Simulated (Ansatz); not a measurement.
Ansatz results at the PBE0-D4/def2-TZVP geometry: HOMO–LUMO gap (B3LYP/def2-TZVPP) 5.89 eV; HOMO energy (PBE/def2-TZVPP) -7.59 eV; HOMO–LUMO gap (PBE0/def2-TZVPP) 6.47 eV.

Each molecule was computed in one conformer, which needn't be the lowest.

Task: Which molecule gave them?
A. `[OH][InH][SH]`
B. `O=C=[N][In]([N]=C=O)[N]=C=O`
C. `[NH2][In]([SH])[Br]`
D. `C[O][In]([NH2])[SH]`

Result: B. The others give `[OH][InH][SH]`: 5.75, -6.28, 6.27; `C[O][In]([NH2])[SH]`: 5.47, -5.90, 6.03; `[NH2][In]([SH])[Br]`: 5.32, -6.30, 5.88.

B3LYP here is the variant with VWN-RPA as its local correlation; programs differ in this.
